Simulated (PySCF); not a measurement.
Worked example: refractive index and permittivity of the vapour

C2H8AlBrN2, SMILES C[N]([Al]([NH2])[Br])C.

The structure is a stationary point at ωB97X-D3(BJ)/def2-SVP. One conformer was computed; it need not be the lowest.

r2SCAN/def2-TZVP in PySCF gives a mean static polarisability of 85.3 bohr³ and a dipole moment of 2.36 D. Take an ideal gas at 298.15 K and 0.01 bar, whether or not the substance is that volatile.

Problem. Work out n − 1 in the optical limit and the static ε − 1.

Solution. 
Polarisability volume α' = 85.3 × 0.148185 = 12.64 Å³. Number density N = p/kT = 2.43e-7 Å⁻³.
Dilute limit of Lorentz–Lorenz: n − 1 = 2π N α' = 1.9e-5.
Orientation term of Debye: μ²/(3kT) = 8.098 Å³ × μ²(D²) = 45.10 Å³.
ε − 1 = 4π N (α' + μ²/3kT) = 0.00018. Orientation of the dipole supplies 78 % of the static response; it can't follow optical fields. Vibrational polarisation and dispersion are left out.
